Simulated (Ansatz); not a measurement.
Ansatz (a first-principles code) input (wB97X-V/def2-TZVPD):

Ansatz 0.2 input:
```yaml
crystal:
  periodic: [false, false, false]
  atoms:
    - {symbol: Ge, position_ang: [-0.00000000, -0.00000000, -1.11111405]}
    - {symbol: Se, position_ang: [0.00000000, 0.00000000, 1.04575440]}
basis:
  gaussian:
    orbitals: def2-TZVPD
hamiltonian:
  xc: {name: wB97X-V}
total_charge: 1
magnetization: {spin_polarized: true, initial_magnetization: 1}
```

End of the output:

```
integrals: 0.07 GiB planned
709 factors; integrals over basis functions are off by at most 1.3e-3 eV
integrals: 0.11 GiB planned
155 factors; integrals over basis functions are off by at most 1.8e-4 eV
mean field: 0.95 GiB planned
mean field evaluation 1: about -121842.7234 eV, gradient 2.5e1 eV
mean field evaluation 2: about -121836.1193 eV, gradient 4.6e1 eV
mean field evaluation 4: about -121847.2343 eV, gradient 1.3e0 eV
mean field evaluation 8: about -121847.2682 eV, gradient 7.0e-2 eV
mean field evaluation 16: about -121847.2684 eV, gradient 2.4e-3 eV
mean field evaluation 32: about -121847.4555 eV, gradient 1.3e0 eV
mean field -121847.67918352 eV, -4477.8196186709 hartree, gradient 1.0e-5 eV, S^2 0.753210; 4 other end points of the search recorded, 0 dependent functions left out
reference -121847.67918231 eV, -4477.8196186267 hartree; 33, 32 occupied and 78, 79 virtual orbitals, 709 factors
Total energy: -121847.67918231 eV, -4477.8196186267 hartree
```

This state (charge 1, doublet) is run at the relaxed geometry of the species with charge 0 and multiplicity 1.
